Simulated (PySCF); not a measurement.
Polarisability and C₆ of Hg(2+) (mercury, charge +2)

[Xe] 4f14 5d10, closed-shell 1S. Calculation: PySCF 2.14, in def2-QZVPPD with the def2 core potential (60 electrons) (7s5p4d4f2g, 88 functions); scalar relativity through the core potential. Coupled (time-dependent) response in atomic units; α is the mean over directions.

```tsv
method	mean α (bohr³)	C₆ (like pair)	S(−4)
UHF	7.266	46.45	8.910
PBE	8.122	52.80	12.55
PBE0	7.828	50.67	11.14
TPSSh	7.977	51.95	11.73
M06-L	7.721	50.11	10.53
```

S(−4) is the Cauchy moment in α(ω) = α(0) + S(−4) ω² + …

α(iu) at TPSSh:

```json
{"u (hartree)": "0", "α(iu) (bohr³)": "7.977"}
{"u (hartree)": "0.0500", "α(iu) (bohr³)": "7.948"}
{"u (hartree)": "0.100", "α(iu) (bohr³)": "7.863"}
{"u (hartree)": "0.200", "α(iu) (bohr³)": "7.552"}
{"u (hartree)": "0.300", "α(iu) (bohr³)": "7.117"}
{"u (hartree)": "0.500", "α(iu) (bohr³)": "6.145"}
{"u (hartree)": "0.750", "α(iu) (bohr³)": "5.056"}
{"u (hartree)": "1.00", "α(iu) (bohr³)": "4.191"}
{"u (hartree)": "1.50", "α(iu) (bohr³)": "2.970"}
{"u (hartree)": "2.00", "α(iu) (bohr³)": "2.186"}
{"u (hartree)": "3.00", "α(iu) (bohr³)": "1.298"}
{"u (hartree)": "5.00", "α(iu) (bohr³)": "0.5895"}
```

A single London oscillator, α(iu) = α/(1 + u²/ω²), gives C₆ = (3/4) ω α². Matching the computed C₆ needs ω = 4 × 51.95 / (3 × 7.977²) = 1.09 hartree.

For an ion, C₆ is the dispersion term alone; charge-induced terms of lower order in 1/R come first.

Energies and moments cover only the electrons outside the core potential. Spin-orbit coupling, which splits the p, d and f shells strongly at this Z, is absent.
